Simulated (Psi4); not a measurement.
Psi4 input (wB97X-D/6-311+G**):

```
memory 1500 MB

molecule {
0 1
C    -0.75978800    0.05014500    0.07071500
C     0.75978800   -0.05014500   -0.07071500
Cl    1.34153400   -1.61205400    0.56736100
Cl    1.55485000    1.28751300    0.80316900
Cl   -1.55485000   -1.28751300   -0.80316900
Cl   -1.34153400    1.61205400   -0.56736100
H    -1.05489900   -0.01286700    1.11249200
H     1.05489900    0.01286700   -1.11249200
symmetry c1
no_reorient
no_com
}

set {
  basis 6-311+G**
  reference rks
  scf_type df
  df_basis_scf def2-universal-jkfit
  dft_radial_points 99
  dft_spherical_points 590
  e_convergence 1e-8
  d_convergence 1e-7
  maxiter 150
}

e = energy('wb97x-d')
print_out(f'\nFINAL {e:.10f} DIPOLE {variable("CURRENT DIPOLE")[0]:.6f} {variable("CURRENT DIPOLE")[1]:.6f} {variable("CURRENT DIPOLE")[2]:.6f}\n')
```

From the output:

```
      93A      0.793160    94A      0.806667    95A      0.877405
      96A      0.905954    97A      0.910653    98A      0.911829
      99A      0.928221   100A      0.934718   101A      0.941695
     102A      0.942793   103A      0.962028   104A      0.966207
     105A      0.977296   106A      0.987576   107A      0.989614
     108A      0.999267   109A      1.038554   110A      1.054500
     111A      1.076107   112A      1.130783   113A      1.157949
     114A      1.190149   115A      1.219741   116A      1.270155
     117A      1.271072   118A      1.272941   119A      1.296762
     120A      1.452661   121A      1.508956   122A      1.618722
     123A      1.642079   124A      1.671516   125A      1.730895
     126A      1.865680   127A      1.895379   128A      1.908733
     129A      2.021624   130A      2.057459   131A      2.084398
     132A      2.197519   133A      2.331432   134A      2.352647
     135A      2.364379   136A      2.377447   137A      2.377937
     138A      2.401895   139A      2.401939   140A      2.436582
     141A      2.474847   142A      2.502903   143A      2.558199
     144A      2.599402   145A      2.604236   146A      2.621756
     147A      2.751750   148A      2.762688   149A      3.107127
     150A      3.125129   151A      3.236320   152A      3.346188
     153A      3.496734   154A      4.000532   155A      9.783318
     156A      9.810514   157A      9.830881   158A      9.874249
     159A     23.662297   160A     23.764061   161A     25.917237
     162A     25.929543   163A     25.969253   164A     25.970318
     165A     25.973301   166A     25.998567   167A     26.027083
     168A     26.120774   169A     26.290336   170A     26.544015
     171A     26.666163   172A     26.729779   173A    215.859966
     174A    215.878740   175A    215.906023   176A    215.956564

    Final Occupation by Irrep:
              A
    DOCC [    41 ]
    NA   [    41 ]
    NB   [    41 ]

  @DF-RKS Final Energy: -1918.23282055955201

   => Energetics <=

    Nuclear Repulsion Energy =            519.3947095571367072
    One-Electron Energy =               -3680.1053726293052932
    Two-Electron Energy =                1333.1098859774103857
    DFT Exchange-Correlation Energy =     -90.6292308838856115
    Empirical Dispersion Energy =          -0.0028125809080683
    VV10 Nonlocal Energy =                  0.0000000000000000
    Total Energy =                      -1918.2328205595520103

Computation Completed

Properties will be evaluated at   0.000000,   0.000000,   0.000000 [a0]

Properties computed using the SCF density matrix

 Multipole Moments:

 ------------------------------------------------------------------------------------
     Multipole            Electronic (a.u.)      Nuclear  (a.u.)        Total (a.u.)
 ------------------------------------------------------------------------------------

 L = 1.  Multiply by 2.5417464519 to convert [e a0] to [Debye]
 Dipole X            :          0.0000000           -0.0000000            0.0000000
 Dipole Y            :          0.0000000            0.0000000            0.0000000
 Dipole Z            :          0.0000000            0.0000000            0.0000000
 Magnitude           :                                                    0.0000000

 ------------------------------------------------------------------------------------

FINAL -1918.2328205596 DIPOLE 0.000000 0.000000 0.000000

*** Psi4 exiting successfully. Buy a developer a beer!
```

The geometry given is a B3LYP-D3(BJ)/def2-TZVP minimum.
